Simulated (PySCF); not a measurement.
Gas-phase reaction: HfO2 + 2 F2 ⇌ HfF4 + O2, at 1000 K and a standard pressure of 1 bar. Level: PBE/def2-SVP.

Computed with PySCF and rigid-rotor harmonic-oscillator thermochemistry at 1 bar. Open shells (unrestricted): O2 (multiplicity 3); the rest are closed-shell singlets. Hf: scalar-relativistic def2 core potential, no spin-orbit coupling. The harmonic model lacks anharmonicity and excited electronic states, which grow with temperature; levels with a mode under 35 cm⁻¹ are left out.

```tsv
species	E (Ha)	H(1000 K) − E (kJ/mol)	S°(1000 K) (J/mol/K)
HfO2	-198.24546	60.3	339.3
F2	-199.16845	38.8	243.3
HfF4	-447.07448	110.7	450.9
O2	-150.06588	40.8	243.3
```
E: electronic energy; H − E holds the zero-point and thermal terms. 1 Ha = 2625.5 kJ/mol.

**Question.** Work out ΔH°, ΔS°, ΔG° and log10 K from these numbers.

**Answer.** 1. ΔE = 1×(-447.07448) + 1×(-150.06588) − 1×(-198.24546) − 2×(-199.16845) = -0.55800 Ha = -1465.0 kJ.
2. Δ(H − E) = 1×(110.7) + 1×(40.8) − 1×(60.3) − 2×(38.8) = 13.6 kJ, so ΔH° = -1451.4 kJ.
3. ΔS° = 1×(450.9) + 1×(243.3) − 1×(339.3) − 2×(243.3) = -131.7 J/K; the number of gas molecules changes by -1.
4. ΔG° = ΔH° − TΔS° = -1451.4 − 1000×(-131.7)/1000 = -1319.7 kJ.
5. log10 K = −ΔG°/(RT ln 10) = 68.95, with RT ln 10 = 19.14 kJ/mol; at standard pressures the products are favoured.
6. A shift of 10 kJ in ΔE would move log10 K by 0.52 here.
For scale, ΔH°(298 K) is -1459 kJ at this level, -1513 kJ at ωB97M-V/def2-TZVP†, and runs from -1746 to -1270 kJ over the 18 levels computed († marks an energy on the PBE0/def2-TZVP geometry).
